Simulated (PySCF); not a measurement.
All values below come from B3LYP-D3(BJ)/def2-TZVP (PySCF). Gas-phase values, no solvent. One relaxed conformer stands for a flexible species; it need not be the lowest. B3LYP has the VWN-RPA correlation part, as in Gaussian. Delta-SCF ions had no search for a lower state. Excitations are Tamm–Dancoff values on a coarser integration grid. The basis has no diffuse functions, so Rydberg states are missing or too high.

Reference species (SMILES): `C/C=C(\[SiH3])C#N` (neutral, multiplicity 1).

| Quantity | Value |
|---|---|
| S1 excitation (TDA) | 5.70 eV |
| vertical ionisation energy (Delta-SCF) | 9.80 eV |

Changed species: `[SiH3]C(CC#N)=C`.

Q: Give the shifts of the S1 excitation (TDA) and vertical ionisation energy (Delta-SCF).

A: the S1 excitation (TDA) increases by 0.94 eV, to 6.64 eV; the vertical ionisation energy (Delta-SCF) rises by 0.49 eV, to 10.29 eV.
